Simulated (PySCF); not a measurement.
C₂H₃BF₂O₂, SMILES O(B(F)F)C(C)=O.

Geometry: ωB97X-D3(BJ)/def2-SVP. Other conformers were not sampled.

Calculation: TDA-LC-ωPBE/def2-SVPD (PySCF).

Vertical excitations. The molecule is in vacuum.

Q: Give excitation energies, oscillator strengths and character. (An estimate is asked for; the answer gives what the named calculation found.)

A: 
```tsv
state	energy (eV)	λ (nm)	f	main pairs
S1	5.68	218	0.001	HOMO→LUMO 84 %
S2	8.62	144	0.048	HOMO−1→LUMO 42 %, HOMO→LUMO+1 21 %, HOMO−2→LUMO 16 %
S3	8.80	141	0.080	HOMO→LUMO+1 40 %, HOMO−2→LUMO 23 %, HOMO→LUMO+2 7 %, HOMO→LUMO+3 7 %
S4	8.98	138	0.094	HOMO−2→LUMO 41 %, HOMO−1→LUMO 28 %
S5	9.54	130	0.019	HOMO→LUMO+4 41 %, HOMO→LUMO+5 15 %, HOMO→LUMO+2 12 %, HOMO→LUMO+3 11 %
S6	10.09	123	0.002	HOMO−1→LUMO+1 72 %
S7	10.15	122	0.120	HOMO−3→LUMO 41 %, HOMO→LUMO+2 18 %, HOMO→LUMO+3 10 %
S8	10.29	120	0.007	HOMO−4→LUMO 65 %
S9	10.39	119	0.120	HOMO−3→LUMO 25 %, HOMO→LUMO+2 25 %, HOMO→LUMO+1 8 %
S10	10.54	118	0.018	HOMO→LUMO+3 44 %, HOMO→LUMO+2 16 %, HOMO→LUMO+5 12 %, HOMO→LUMO+4 7 %
T1	5.07	245	0	HOMO→LUMO 83 %
T2	6.27	198	0	HOMO−1→LUMO 73 %
T3	8.28	150	0	HOMO−2→LUMO 71 %
T4	8.56	145	0	HOMO→LUMO+1 61 %, HOMO→LUMO+3 14 %
```
Triplets are in the Tamm–Dancoff approximation.
